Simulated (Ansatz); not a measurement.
Ga6P4F6, relaxed as a singlet with RKS PBE-D4/def2-SVP in Ansatz, starting from the GFN1-xTB geometry. Force threshold 0.03 eV/Å.

Start:

```xyz
16

P     0.107   -0.030    0.414
P     2.314   -0.328   -0.029
P    -0.555    1.128   -1.471
P    -0.976   -2.001    0.241
Ga   -1.918    1.843    0.870
Ga    1.447    0.043   -2.227
Ga    1.209    1.130    2.536
Ga   -2.137   -0.463    2.219
Ga    0.604   -2.345   -1.736
Ga   -2.097   -0.609   -1.244
F    -0.332    2.704    1.895
F     1.973    0.236   -3.959
F     2.379    1.470    0.108
F    -0.376   -0.411    3.319
F     2.140   -2.264   -0.223
F    -3.783   -0.101   -0.715
```

```
         step   energy (eV)  largest force component (eV/Å)  SCF passes
            1  -367592.6009                           1.408          25
            2  -367593.3367                           0.893          28
            3  -367593.5839                           0.856          27
            4  -367593.6727                           0.758          24
            5  -367593.7780                           0.405          24
            6  -367593.8745                           0.671          29
            7  -367593.9306                           0.225          28
            8  -367593.9611                           0.481          24
            9  -367593.9691                           0.796          24
           10  -367593.9975                           0.338          24
           11  -367594.0133                           0.637          24
           15  -367594.1436                           0.487          24
           19  -367594.2477                           0.359          22
           23  -367594.2740                           0.095          23
           27  -367594.2907                           0.252          22
           31  -367594.3068                           0.085          23
           35  -367594.3531                           0.115          22
           39  -367594.4703                           0.159          21
           43  -367594.5356                           0.327          22
           47  -367594.5845                           0.061          21
           51  -367594.6246                           0.095          22
55 (rejected)  -367594.6420                           0.154          22
           59  -367594.6539                           0.036          21
           60  -367594.6541                           0.024          21
```

Force components are those of the run's own axes.

End:

```xyz
16

P    -0.040   -0.502    0.669
P     2.103    0.125    0.146
P    -1.147    0.625   -0.955
P    -0.543   -2.660    0.165
Ga   -0.494    3.180    0.182
Ga    1.071    0.119   -2.019
Ga    1.278    2.404    3.282
Ga   -1.433    0.390    2.868
Ga    0.794   -2.328   -1.848
Ga   -2.091   -1.490   -1.141
F    -0.720    2.421    2.081
F     1.537    1.140   -3.404
F     1.679    1.725    0.785
F     0.357    0.727    3.808
F     1.214   -3.853   -2.660
F    -3.564   -2.025   -1.962
```

Bonds lost: P1–Ga7 (atoms count from 1). Bonds formed: Ga7–F14 (atoms count from 1). Metal–metal contacts that move far: Ga5–Ga8 2.68 to 3.99 Å.

The force fell under the threshold at step 56, but the optimiser went on and released 0.005 eV more. No frequencies were taken in this run, so the end may be a saddle point.

It took 2.6 min on 2 threads of AMD EPYC 7R13 on a shared host and a share (18 GiB) of an NVIDIA H100 80GB HBM3, peak host memory 1 GiB.
